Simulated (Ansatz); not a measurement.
`C[CH2][SbH2]` + `[BH2][AlH][OH]` → `[BH2][AlH][SbH2]` + ethanol  (formal exchange of groups at the Sb–C bond)

Calculated with Ansatz (gas phase, PBE0-D4/def2-TZVP geometries, no zero-point term in ΔE). CCSD(T)/CBS adds triple-zeta CCSD(T) − MP2 to the extrapolated MP2 energy (def2 sets, frozen cores). Functionals use def2-TZVPP. Elements past krypton have def2 core potentials. For Sb outer-core shells are correlated without core-valence functions, which leaves a few kJ/mol of doubt a bond. Each species was taken in one conformer, which may not be the lowest.

| level | ΔE (kJ/mol) |
| --- | --- |
| BHLYP-D4 | 122.7 |
| PBE0 | 104.9 |

What does CCSD(T)/CBS give? (Estimate.)

Computed: +128.9 kJ/mol. The listed levels differ from it by -6.2, -24.0 kJ/mol.

What do rigid-rotor, harmonic-oscillator terms from PBE0-D4/def2-TZVP frequencies (298.15 K, 1 bar) make of the CCSD(T)/CBS value? (Estimate.)

The calculation gave: ΔZPE = +3.5 kJ/mol, ΔH = +133.3 kJ/mol, ΔS = 9 J/(mol·K), ΔG = +130.6 kJ/mol.

Largest T1 diagnostic among the species: 0.014.

Leaving LDA and LC-ωPBE aside and taking each functional with its dispersion term where it has one, the values, not all of them listed here, spread over 22.6 kJ/mol, from PBE-D4 to B2PLYP. LDA lies −3.5 kJ/mol from PBE without D4. In def2-TZVPP, CCSD(T) changes the Hartree–Fock value by +10.5 kJ/mol (the triples alone add +0.3 kJ/mol) and MP2 by +21.0 kJ/mol.
